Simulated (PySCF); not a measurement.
Constants of KO, step by step

State: ²Π, doublet, unpaired electrons π ↑. De refers to K + O. ROHF-based CCSD(T) in PySCF 2.14 with K cc-pwCVDZ-X2C, O aug-cc-pVDZ-DK and K cc-pwCVTZ-X2C, O aug-cc-pVTZ-DK (frozen core orbitals: 6; spin-free X2C with a Gaussian nucleus). Correlation energies are extrapolated as n⁻³ (n = 2, 3), Hartree–Fock as (n+1)·exp(−9√n). CV is the change on freezing 5 orbitals instead, in K cc-pwCVTZ-X2C, O cc-pCVTZ-DK.

```
         Level  Re (Å)  ωe (cm⁻¹)  ωexe (cm⁻¹)  αe (cm⁻¹)  De (eV)
    CCSD(T)/DZ  2.3866      375.7         2.24    0.00233    2.463
    CCSD(T)/TZ  2.3331      391.3         2.33    0.00238    2.717
        HF/CBS  2.3492      393.5         2.20    0.00225    1.063
       MP2/CBS  2.3151      397.7         2.35    0.00239    2.907
      CCSD/CBS  2.3181      400.5         2.37    0.00237    2.670
   CCSD(T)/CBS  2.3180      397.9         2.39    0.00240    2.814
CCSD(T)/CBS+CV  2.3172      398.2         2.39    0.00240    2.819
```

Problem. How much is left between CCSD(T)/TZ and the basis-set limit, and how much do the triples give at the limit?

Solution. CCSD(T)/CBS less CCSD(T)/TZ: -15.1 mÅ in Re, +6.6 cm⁻¹ in ωe and +0.097 eV in De. CCSD(T)/CBS less CCSD/CBS: -0.1 mÅ in Re, -2.6 cm⁻¹ in ωe and +0.144 eV in De.

Problem. What do the later terms add?

Solution. CV: -0.8 mÅ in Re, +0.3 cm⁻¹ in ωe and +0.005 eV in De, each against the row above.

The T1 diagnostic is 0.021. The state was picked by a PBE0 search and need not be the measured ground state. Spin–orbit coupling, excitations beyond (T) and corrections to the Born–Oppenheimer picture are left out.

The whole job (state search and all basis sets along the bond) took about 29 min on 4 threads of Arm Neoverse V1 (shared host), peak memory 8.5 GiB.
